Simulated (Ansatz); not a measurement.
The C1–I2 bond of CH3I (SMILES CI) is stretched (multiplicity 1, the rest rigid).
Geometry at rest (charge 0, multiplicity 1):
```
atom    x (Å)    y (Å)    z (Å)
----  -------  -------  -------
C     -1.8269  -0.0363  -0.0411
I      0.3286   0.0065   0.0074
H     -2.1203  -0.8439  -0.7016
H     -2.1705  -0.2081   0.9724
H     -2.1618   0.9240  -0.4159
```

Cores are frozen in the correlated methods. Filled d and f shells under p-block atoms count as core.

The values were computed with Ansatz (an electronic-structure program) with Gaussian orbitals.  In def2 rows elements past Kr take small-core potentials, without spin–orbit coupling.

Energies above the point at 2.156 Å (the B3LYP-D3(BJ) bond length), FIC-MRCISD+Q on CASSCF(6,4)/def2-TZVPP (kcal/mol): 10.19 at 1.941 Å; 6.25 at 2.372 Å; 66.29 at 6.901 Å.

Task: Take the last value as the depth D of a Morse curve D(1 − e^(−a(R − R₀)))², fit a and R₀ to the two near points, and test it at 2.911 and 3.774 Å.

Result: 
With D = 66.3, both near points (counted from the curve's value at 2.156 Å) are met by a = 1.62 Å⁻¹ and R₀ = 2.145 Å, so k = 2Da² = 349 kcal/(mol Å²). The curve then gives 33.5 and 57.2 kcal/mol; the level itself gives 36.2 and 61.3, so Morse is off by -2.7 and -4.2.

Doubts at one or more of the structures used: active orbitals that take no part (FIC-MRCISD+Q on CASSCF(6,4)/def2-TZVPP).
